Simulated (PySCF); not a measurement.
Computed shifts of a molecule C₂H₉FOSi₂, HF/pcSseg-1 in PySCF, GIAO, gas phase, atoms alike by connectivity averaged where their shifts nearly agree, in ppm (number of nuclei): ¹³C: 51.0 (1), -6.1 (1). ²⁹Si: -29.7 (1), -33.0 (1). ¹⁹F: -139.3 (1). ¹H: 4.54 (2), 4.27 (1), 4.06 (1), 3.74 (1), 3.62 (1), 0.74 (3). References: ¹³C against TMS (σ = 192.6 ppm); ²⁹Si against TMS (σ = 393.8 ppm); ¹⁷O against H2O (σ = 333.0 ppm); ¹⁹F against CFCl3 (σ = 238.5 ppm); ¹H against TMS (σ = 31.99 ppm), references at their B3LYP-D3(BJ)/def2-TZVP geometries, non-relativistic. Geometry: r2SCAN-D4/def2-SVP. The values are those of a single conformer.

Q: Pick the molecule that these values belong to.
(A) C[Si](C)(O)[SiH2]F
(B) OC[SiH2][C@H](F)[SiH3]
(C) C[SiH2]CO[SiH2]F
(D) C[Si@H](CO)[SiH2]F

A: C, C[SiH2]CO[SiH2]F
